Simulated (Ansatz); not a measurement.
Consider the cleavage of the Al–Sn bond: `[CH3][SnH]([CH3])[AlH2]` + `NCS` → `[AlH2][NH]CS` + `[CH3][SnH2][CH3]`.

Gas-phase electronic energies from Ansatz, PBE0-D4/def2-TZVP geometries. CBS: MP2 limit from def2 TZ/QZ plus the TZ coupled-cluster correction, frozen cores. Functionals use def2-TZVPP. Elements past krypton have def2 core potentials. For Sn outer-core shells are correlated without core-valence functions, which leaves a few kJ/mol of doubt a bond. Each species was taken in one conformer, which may not be the lowest.

(1) Is it downhill or uphill in electronic energy at CCSD(T)/CBS, and by how much? (Estimate.)

(2) What do these levels give: PBE-D4, r2SCAN-D4, PBE0-D4, ωB97X-V, ωB97M-V, B2PLYP, PBE, HF/def2-TZVPP, CCSD/def2-TZVPP, MP2/def2-QZVPP, HF/CBS(def2), CCSD/CBS(def2)? (Estimate.)

Largest T1 diagnostic among the species: 0.012.

## Answers

(1) The calculation gave: Downhill: ΔE = -0.71 eV.

(2) The calculation gave: PBE-D4 -0.66, r2SCAN-D4 -0.77, PBE0-D4 -0.65, ωB97X-V -0.76, ωB97M-V -0.79, B2PLYP -0.79, PBE -0.65, HF/def2-TZVPP -0.77, CCSD/def2-TZVPP -0.76, MP2/def2-QZVPP -0.77, HF/CBS(def2) -0.78, CCSD/CBS(def2) -0.70 eV.
